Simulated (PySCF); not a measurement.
**H₂Te: bending curve**

Level of theory: PySCF, r2SCAN, basis Te def2-TZVP with ECP28, H def2-TZVP (scalar-relativistic core potentials, no spin–orbit coupling, density fitting).

Rigid scan from the singlet minimum (Te–H 1.657 Å (×2); H–Te–H 90.0°). Coordinate: the H–Te–H angle, bonds fixed. Energies in kJ/mol from the minimum.

(1) Predict the curve at 80, 90, 100, 110, 120, 130, 140, 150, 160, 170, 180.

Results:

(1) 
```csv
bond angle (°),E (kJ/mol),dipole size (D)
80,6.0,0.14
90,0.0,0.23
100,5.8,0.33
110,22.7,0.44
120,50.2,0.56
130,87.6,0.67
140,134.2,0.77
150,188.7,0.83
160,248.6,0.84
170,306.2,0.66
180,335.7,0.00
```

With the bonds held, the linear shape lies 335.7 kJ/mol from the minimum.

The scan took 9.6 s on 2 threads of a shared Arm Neoverse V1 host; the process peaked at 0.59 GiB.
